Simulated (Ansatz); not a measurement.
Ansatz (a first-principles code) input (SVWN5/def2-TZVPD):

Ansatz 0.2 input:
```yaml
crystal:
  periodic: [false, false, false]
  atoms:
    - {symbol: Ge, position_ang: [0.00000000, 0.00000000, 0.00000000]}
    - {symbol: O, position_ang: [-0.00000000, -0.00000000, -1.65214308]}
    - {symbol: O, position_ang: [0.00000000, 0.00000000, 1.65214308]}
basis:
  gaussian:
    orbitals: def2-TZVPD
hamiltonian:
  xc: {name: SVWN5}
total_charge: 1
magnetization: {spin_polarized: true, initial_magnetization: 1}
output: {forces: true}
```

End of the output:

```
integrals: 0.05 GiB planned
741 factors; their error is unknown
mean field: 0.45 GiB planned
mean field evaluation 1: about -60459.8986 eV, gradient 8.9e1 eV
mean field evaluation 2: about -60311.8363 eV, gradient 1.9e2 eV
mean field evaluation 4: about -60486.5605 eV, gradient 1.2e1 eV
mean field evaluation 8: about -60486.8745 eV, gradient 2.3e0 eV
mean field evaluation 16: about -60486.8852 eV, gradient 4.7e-2 eV
mean field evaluation 32: about -60486.8852 eV, gradient 1.2e-5 eV
mean field -60486.88524716 eV, -2222.8520333496 hartree, gradient 6.9e-6 eV, S^2 0.762456; 6 other end points of the search recorded, 0 dependent functions left out
the calculation of the forces begins
reference -60486.88528602 eV, -2222.8520347778 hartree; 24, 23 occupied and 110, 111 virtual orbitals, 741 factors
Total energy: -60486.88528602 eV, -2222.8520347778 hartree
Atom 0 at     0.000000     0.000000     0.000000 Å, force    -0.000000    -0.000000    -0.000000 eV/Å
Atom 1 at    -0.000000    -0.000000    -1.652143 Å, force     0.000000     0.000000     0.396119 eV/Å
Atom 2 at     0.000000     0.000000     1.652143 Å, force    -0.000000     0.000000    -0.396119 eV/Å
Dipole moment:    -0.000000     0.000000    -0.000000 e Å
```
